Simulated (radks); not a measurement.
Values are calculated unless marked as measured or tabulated.
The table gives one normalised radial function P(r) = r R(r) of As10+ in [Ar] 3d5 (r in bohr). Code: a radial shooting solver on a logarithmic mesh with Libxc functionals. Model: scalar-relativistic Kohn-Sham, LDA (Slater exchange, VWN5 correlation), spin-polarised, spherical densities, finite nucleus; open shells are filled with parallel spins first; Fermi nuclear charge, rms radius 4.0968 fm.

r           P
0.002501   0.0032
0.002842   0.0041
0.00323    0.0051
0.003642   0.0064
0.00414    0.0081
0.004668   0.0101
0.005305   0.0128
0.005981   0.0159
0.006798   0.0201
0.007726   0.0254
0.008711   0.0315
0.009901   0.0396
0.01116    0.0490
0.01269    0.0614
0.01442    0.0766
0.01626    0.0939
0.01848    0.1163
0.02083    0.1416
0.02368    0.1737
0.02691    0.2117
0.03035    0.2532
0.03449    0.3042
0.03889    0.3581
0.0442     0.4218
0.04983    0.4863
0.05664    0.5582
0.06437    0.6302
0.07258    0.6936
0.08249    0.7513
0.093      0.7893
0.1057     0.8046
0.1201     0.7846
0.1355     0.7257
0.154      0.6130
0.1736     0.4567
0.1973     0.2365
0.2224    -0.0141
0.2528    -0.3147
0.2873    -0.6282
0.324     -0.9092
0.3682    -1.1663
0.4151    -1.3425
0.4718    -1.4412
0.5363    -1.4389
0.6046    -1.3495
0.6872    -1.1789
0.7748    -0.9736
0.8806    -0.7377
1.001     -0.5147
1.128     -0.3381
1.283     -0.1957
1.446     -0.1058
1.644     -0.0485
1.853     -0.0205
2.106     -0.0070
2.394     -0.0020
2.699     -0.0005
3.068     -0.0001
3.459     0.0000
3.931     0.0000

Which n and l does it have? It may be an empty orbital.

Answer. n = 3, l = 1: the number of nodes gives n - l - 1 = 1, the rise at small r (about r^(l+1)) gives l, and the extent must fit the shell. The curve is that of 3p up; the table hardly tells the two spins apart. 3p up: eigenvalue -370.15 eV, 1 radial node at r = 0.221 bohr, <r> = 0.569 bohr, 90 % of the charge inside 0.856 bohr.
